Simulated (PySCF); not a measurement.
A GIAO shielding run with PySCF 2.14 (density fitting, non-relativistic, gas phase) on `FC(F)[Si@@H]1C[SiH2][C@H](F)C1`, C4H9F3Si2:

```
$ OMP_NUM_THREADS=1 python probes_run.py task.json out

{"job": {"kind": "nmr", "xc": "PBE0", "basis": "pcSseg-1"}, "charge": 0, "multiplicity": 1}
F      3.176391    -0.082252    -0.594702
C      2.138576     0.775628    -0.364264
F      2.695738     1.888933     0.192304
Si     0.863612    -0.019254     0.862145
C      0.195270    -1.626831     0.083809
Si    -1.538917    -1.225167    -0.612536
C     -1.532740     0.687486    -0.366336
F     -0.893820     1.230972    -1.486572
C     -0.714918     1.052783     0.868810
H      1.744593     1.070178    -1.345800
H      1.526120    -0.119054     2.163142
H      0.132589    -2.418359     0.825954
H      0.858102    -1.996617    -0.695548
H     -2.608784    -1.799098     0.210214
H     -1.702105    -1.529356    -2.031852
H     -2.517365     1.164789    -0.349012
H     -1.314168     0.826561     1.749774
H     -0.516936     2.124975     0.878814
```

Hardware: 1 thread of an Arm Neoverse N1, shared host. The job also computes population analyses, field gradients, ring-centre shieldings.

(1) How large is the calculation?

(2) How long does it take, and how much memory does it need?

Results:

(1) 88 electrons, 212 basis functions and 1147 auxiliary functions.

(2) 73 s of wall time, with 14 SCF cycles and 4 response iterations; peak memory 0.86 GiB. Times on a shared host scatter by some tens of per cent.
